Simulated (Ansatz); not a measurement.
C3H7ClSi can be A, `C[C@H]1C[Si@H]1Cl`, or B, `CC1(Cl)C[SiH2]1`.

Gas-phase electronic energies from Ansatz, PBE0-D4/def2-TZVP geometries. CCSD(T)/CBS adds triple-zeta CCSD(T) − MP2 to the extrapolated MP2 energy (def2 sets, frozen cores). DFT in def2-TZVPP. B3LYP here is the variant with VWN-RPA as its local correlation; programs differ in this.

(1) Which is lower in electronic energy at CCSD(T)/CBS, and by how much? (An estimate is asked.)

(2) Give E(B) − E(A) in kcal/mol with ωB97M-V, B2PLYP, B3LYP-D4, PBE0-D4, CCSD(T)/def2-TZVPP, MP2/def2-TZVPP, CCSD/def2-TZVPP. (An estimate is asked.)

Largest T1 diagnostic: 0.011.

Results:

(1) Computed: A, by 35.4 kcal/mol.

(2) Ansatz gave: ωB97M-V 35.8, B2PLYP 35.8, B3LYP-D4 35.1, PBE0-D4 35.6, CCSD(T)/def2-TZVPP 35.2, MP2/def2-TZVPP 35.8, CCSD/def2-TZVPP 35.9. None reverses the order clearly.

From PBE to PBE0 (25 % exact exchange), in def2-TZVPP and without D4, E(B) − E(A) moves by +1.4 kcal/mol. In def2-TZVPP, CCSD(T) changes the Hartree–Fock value by −3.0 kcal/mol (the triples alone add −0.7 kcal/mol) and MP2 by −2.3 kcal/mol.
